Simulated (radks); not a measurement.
Results of a calculation; reference values are marked as such.
Species: the thallium ion Tl2+. Configuration: [Xe] 4f14 5d10 6s1. Code: a radial shooting solver on a logarithmic mesh with Libxc functionals. Model: scalar-relativistic Kohn-Sham, PBE, spin-polarised, spherical densities, point nucleus; open shells are filled with parallel spins first (spin-orbit coupling, left out, can overturn this in heavy ions).

Normalised radial functions P(r) = r R(r), r in bohr:

```
   r/bohr * 5p down, o 6s up, + 6s down (the largest magnitude, 1.13, reaches the edge; | marks zero, & curves that meet)
  0.00132                             *&
   0.0021                             *&
 0.003313                             * &
 0.005228                             |*&
 0.008314                             | &
  0.01312                             |&  *
   0.0207                             &     *
  0.03265                           & |      *
  0.05193                          &  |    *
  0.08194                          *  |&
   0.1293                   *         |   &
   0.2056                            &|*
   0.3244                       &     |              *
   0.5118                           * |   &
   0.8075  *                          |       &
    1.284         *          &        |
    2.026          &             *    |
    3.197                  &          *
    5.085                           & *
    8.022                             &
```

5p down: eigenvalue -93.944 eV, 3 radial nodes at r = 0.0704, 0.203, 0.495 bohr, <r> = 1.01 bohr, 90 % of the charge inside 1.45 bohr. 6s up: eigenvalue -25.804 eV, 5 radial nodes at r = 0.0190, 0.0766, 0.197, 0.446, 1.04 bohr, <r> = 2.27 bohr, 90 % of the charge inside 3.28 bohr. 6s down (empty): eigenvalue -24.883 eV, 5 radial nodes at r = 0.0190, 0.0766, 0.197, 0.446, 1.04 bohr, <r> = 2.27 bohr, 90 % of the charge inside 3.29 bohr.
